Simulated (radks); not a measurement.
Values are calculated unless marked as measured or tabulated.
The terbium ion Tb4+, configuration [Xe] 4f7.

Code: a radial shooting solver on a logarithmic mesh with Libxc functionals. Model: Dirac Kohn-Sham, PBE, spin-unpolarised, spherical densities, point nucleus; open shells fill j = l - 1/2 first.

Energy parts (hartree):
part                       energy
total                 -11715.7769
kinetic                12816.2501
electron-nucleus      -28726.9266
Hartree                 4450.2946
exchange-correlation    -255.3951

Orbitals (lengths in bohr, moments of r in powers of bohr; r(90%) holds 90 % of the orbital's charge):
| orbital | occ. | eigenvalue (hartree) | <1/r> | <r^4> | r(90%) | small-component weight |
|---|---|---|---|---|---|---|
| 1s1/2 | 2 | -1905.751 | 73.13 | 1.063e-06 | 0.0389 | 5.88e-02 |
| 2s1/2 | 2 | -317.3883 | 17.48 | 0.0001675 | 0.142 | 1.30e-02 |
| 2p1/2 | 2 | -301.6757 | 17.45 | 0.0001034 | 0.125 | 1.31e-02 |
| 2p3/2 | 4 | -274.2419 | 15.35 | 0.0001371 | 0.134 | 1.21e-02 |
| 3s1/2 | 2 | -71.97995 | 6.377 | 0.006467 | 0.351 | 4.14e-03 |
| 3p1/2 | 2 | -65.15501 | 6.292 | 0.005863 | 0.344 | 4.08e-03 |
| 3p3/2 | 4 | -59.49316 | 5.759 | 0.007236 | 0.362 | 3.81e-03 |
| 3d3/2 | 4 | -47.74650 | 5.638 | 0.005200 | 0.334 | 3.69e-03 |
| 3d5/2 | 6 | -46.51193 | 5.506 | 0.005550 | 0.340 | 3.61e-03 |
| 4s1/2 | 2 | -15.84618 | 2.672 | 0.1575 | 0.776 | 1.33e-03 |
| 4p1/2 | 2 | -13.16903 | 2.565 | 0.1782 | 0.801 | 1.25e-03 |
| 4p3/2 | 4 | -11.89791 | 2.385 | 0.2193 | 0.844 | 1.15e-03 |
| 4d3/2 | 4 | -7.48673 | 2.170 | 0.3062 | 0.919 | 9.84e-04 |
| 4d5/2 | 6 | -7.25516 | 2.125 | 0.3272 | 0.934 | 9.58e-04 |
| 4f5/2 | 6 | -2.00643 | 1.642 | 1.359 | 1.30 | 6.07e-04 |
| 4f7/2 | 1 | -1.97288 | 1.625 | 1.426 | 1.32 | 5.97e-04 |
| 5s1/2 | 2 | -3.41697 | 1.053 | 4.727 | 1.82 | 3.01e-04 |
| 5p1/2 | 2 | -2.64305 | 0.9474 | 7.122 | 2.02 | 2.50e-04 |
| 5p3/2 | 4 | -2.44801 | 0.8877 | 8.821 | 2.13 | 2.26e-04 |

The highest occupied level is 4f7/2 at -53.685 eV. The density falls to 0.001 e/bohr^3 at r = 3.07 bohr.
